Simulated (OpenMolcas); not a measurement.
Computed levels of 5d² in ions with 70 electrons, in cm-1 above ³F₂.

```
Program             : OpenMolcas
Method              : RASSCF
Basis               : ANO-R2
Scalar Hamiltonian  : X2C, finite nucleus
Spin-orbit coupling : state interaction with AMFI integrals over the reference wave functions, term energies averaged over their components
```

Active space for each ion: 8 electrons in 8 orbitals (RAS1 5p, at most 2 holes; RAS2 5d).

```csv
Level,W4+,Re5+,Ir7+
³F₃,7063,8635,13013
³F₄,13134,15819,22784
³P₀,14323,15973,18932
³P₁,18441,21141,27294
³P₂,26102,30540,41428
¹G₄,26152,30191,39619
¹S₀,47788,54343,68144
```

**Question.** Estimate ³F₄, ³P₀, ³P₁ for Os6+ from its neighbours Re5+ and Ir7+.

**Answer.** ³F₄ is fine structure, which grows about as the fourth power of a screened charge, so the fourth roots are averaged: ((15819^0.25 + 22784^0.25) / 2)^4 = 19064. The calculation gives 19228, so the estimate is off by -0.9 %.
³P₀ is another term, which grows about linearly with the charge: (15973 + 18932) / 2 = 17452. The calculation gives 17470, so the estimate is off by -0.1 %; the measured value is 15837 (van het Hof, Joshi, Wyart and Sugar, J. Res. Natl. Inst. Stand. Technol. 100, 687 (1995)).
³P₁ is another term, which grows about linearly with the charge: (21141 + 27294) / 2 = 24218. The calculation gives 24152, so the estimate is off by +0.3 %; the measured value is 22098 (van het Hof, Joshi, Wyart and Sugar, J. Res. Natl. Inst. Stand. Technol. 100, 687 (1995)).

Mixed levels, with the weight of the term that names them: W4+ ³P₂ (59 %), Re5+ ³P₂ (58 %), Os6+ ³P₂ (56 %), Ir7+ ³P₂ (55 %).

Without dynamic correlation excited terms often stand tens of per cent too high (terms of higher spin than the ground term too low), and those without a measured partner can miss by more than the paired ones. Active for correlation alone: 5p; no level in the range computed is led by a configuration that opens it, so any true level of that kind is missing. Computed and measured levels are paired by configuration, term and J; levels that our copy of the source lacks, or whose pairing is in doubt (as where it misses far off the trend of its configuration), stay unpaired and out of the deviations. Levels of configurations outside the active space are missing.
